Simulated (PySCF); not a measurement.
Calculation: PBE-D3(BJ)/def2-TZVP // CAM-B3LYP-D3(BJ)/def2-TZVP (PySCF). Gas-phase values, no solvent. One relaxed conformer stands for a flexible species; it need not be the lowest. Excitations are Tamm–Dancoff values on a coarser integration grid. The basis has no diffuse functions, so Rydberg states are missing or too high.

Reference species (SMILES): `BN=C=C` (neutral, multiplicity 1).

| Item | Result |
|---|---|
| HOMO–LUMO gap | 3.91 eV |
| S1 oscillator strength | 0.000 |
| T1 excitation (TDA) | 3.30 eV |

Changed species: `[H]/N=C\C=B`.

Q: Predict the effect on the HOMO–LUMO gap, S1 oscillator strength and T1 excitation (TDA).

A: the HOMO–LUMO gap drops by 1.09 eV, to 2.82 eV; the S1 oscillator strength is nearly the same; the T1 excitation (TDA) falls by 0.86 eV, to 2.44 eV.
